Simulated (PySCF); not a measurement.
**Shapes and spin states of CuOCl**

These are results of PBE0 in PySCF with Cu def2-TZVP, O def2-TZVP, Cl def2-TZVP; no relativity; density-fitted integrals, not measurements.

Relaxations began from a few typed shapes and spin states; open shells are unrestricted. The search is not exhaustive: other isomers or separated fragments can lie lower, and high-lying points may rest on an excited occupation.

```csv
spin,group,bonds,angles,imaginary modes (cm⁻¹),ΔE (kJ/mol),ΔE with ZPE (kJ/mol)
triplet,C∞v,"Cu–Cl 2.054 Å, Cu–O 1.704 Å",Cl–Cu–O 180.0°,none,0.0,0.0
broken-symmetry Ms = 0 (⟨S²⟩ 1.01),C∞v,"Cu–Cl 2.053 Å, Cu–O 1.726 Å",Cl–Cu–O 180.0°,none,36.9,36.6
"singlet (closed shell, unstable to spin polarisation)",Cs,"Cu–Cl 2.046 Å, Cu–O 1.658 Å",Cl–Cu–O 137.9°,none,149.4,148.8
"singlet (closed shell, unstable to spin polarisation)",C∞v,"Cu–Cl 2.049 Å, Cu–O 1.680 Å",Cl–Cu–O 180.0°,56i,152.3,–
```

The lowest minimum found is the triplet C∞v: Cu–Cl 2.054 Å, Cu–O 1.704 Å; Cl–Cu–O 180.0°.

Formally Cu is in oxidation state +3, d8, with 2 unpaired electrons (the high-spin count). The Mulliken spin on Cu is 0.40, so most of the spin sits on the ligands and the formal count fails. The polar-tensor charge on Cu, 0.49, is far below the formal one.

For the lowest minimum: with open d or f shells other occupations or spin states may lie lower.

The electron or spin density has lower symmetry than the nuclear frame for the broken-symmetry Ms = 0 (⟨S²⟩ 1.01) C∞v at 36.9 kJ/mol, singlet (closed shell, unstable to spin polarisation) C∞v at 152.3 kJ/mol.
